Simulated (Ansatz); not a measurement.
Calculated with Ansatz (gas phase, PBE0-D4/def2-TZVP geometries, no zero-point term in ΔE). CCSD(T)/CBS adds triple-zeta CCSD(T) − MP2 to the extrapolated MP2 energy (def2 sets, frozen cores). This one scheme is used for every species. For Ga outer-core shells are correlated without core-valence functions, which leaves a few kJ/mol of doubt a bond. Scalar relativity is left out up to krypton. Each species was taken in one conformer, which may not be the lowest.

Consider the formal exchange of groups at the Si–Ga bond: `N#C[SiH2][GaH2]` + `CF` → `N#C[SiH2]CF` + `[GaH3]`.

```csv
species,CCSD(T)/CBS(def2) energy (Eh)
`N#C[SiH2][GaH2]`,-2308.14688
`CF`,-139.63461
`N#C[SiH2]CF`,-522.05904
`[GaH3]`,-1925.70545
```

Question: Work out ΔE.

Answer: ΔE = (-522.05904) + (-1925.70545) − (-2308.14688) − (-139.63461) = 0.01700 Eh = +0.46 eV.

Largest T1 diagnostic among the species: 0.014.

In def2-TZVPP, CCSD(T) changes the Hartree–Fock value by +0.06 eV (the triples alone add +0.00 eV) and MP2 by +0.04 eV. Leaving LDA and LC-ωPBE aside and taking each functional with its dispersion term where it has one, the values, not all of them listed here, spread over 0.14 eV, from ωB97M-V to PBE-D4. LDA lies −0.06 eV from PBE without D4.
